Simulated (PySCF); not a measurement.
Bond curve of SnTe⁺

Set-up: basis Sn def2-SVP with ECP28, Te def2-SVP with ECP28; scalar-relativistic core potentials; PySCF 2.14. Energies in eV from Sn⁺ + Te in their ground configurations at the same level. State: ²Π (doublet), unpaired electrons π ↑.

All columns are PBE. A positive dipole points towards Te; it is taken about the centre of mass and depends on that origin.

```csv
R (Å),E (eV),μ (D),Mulliken charge on Sn (basis-dependent),HOMO (eV),LUMO (eV),Mayer bond order,⟨S²⟩
2.324,-1.865,-1.15,0.61,-11.78,-12.12,1.88,0.75
2.432,-2.567,-1.65,0.66,-11.82,-11.79,1.85,0.75
2.540,-2.961,-2.14,0.70,-11.55,-11.49,1.82,0.75
2.621,-3.111,-2.49,0.73,-11.35,-11.28,1.80,0.75
2.702,-3.169,-2.83,0.75,-11.16,-11.09,1.78,0.76
2.783,-3.159,-3.16,0.77,-10.99,-10.92,1.76,0.76
2.891,-3.068,-3.56,0.79,-10.79,-10.70,1.73,0.77
3.026,-2.874,-4.00,0.80,-10.56,-10.47,1.70,0.79
3.188,-2.582,-4.38,0.80,-10.33,-10.24,1.64,0.86
3.405,-2.180,-4.62,0.79,-10.12,-10.02,1.51,1.06
```

A fit through these points gives, at Re = 2.728 Å, μ = -2.94 D and dμ/dR = -4.04 D/Å; the reduced mass is 62.35 u.

How strong is the fundamental in the double-harmonic approximation, I = 42.26·(dμ/dR)²/μred km/mol?

I = 42.26·(-4.04)²/62.35 = 11.1 km/mol at PBE.

⟨S²⟩ of the unrestricted solution departs from its pure value on part of the curve, where spin states mix. Spin–orbit coupling is left out, which matters for elements this heavy, above all for dissociation energies. For an ion De counts to the pair picked by the measured ionisation energies or electron affinities, which need not be the lowest pair at this level. The state is the lowest determinant that a PBE0 search found; another state may lie lower at other levels.

At some distances an empty level lies below a filled one, because the occupation is held.
